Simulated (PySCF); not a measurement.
A structure optimised at B3LYP-D3(BJ)/def2-SVP, used in a PySCF frequency run:

```xyz
7

B      0.0236     0.4892     0.0000
C      0.0308    -1.0498     0.0000
C      0.0013    -2.2657     0.0000
H     -0.0124    -3.3406     0.0000
F      1.1707     1.1582     0.0000
O     -1.1154     1.2123     0.0000
H     -1.9111     0.6660     0.0000
```

**Question.** Write its SMILES, formula and point group.

**Answer.** C#CB(O)F, C₂H₂BFO, Cs

**Question.** What are its rotational constants (standard atomic weights)?

**Answer.** 10.221, 3.6621, 2.6961 GHz
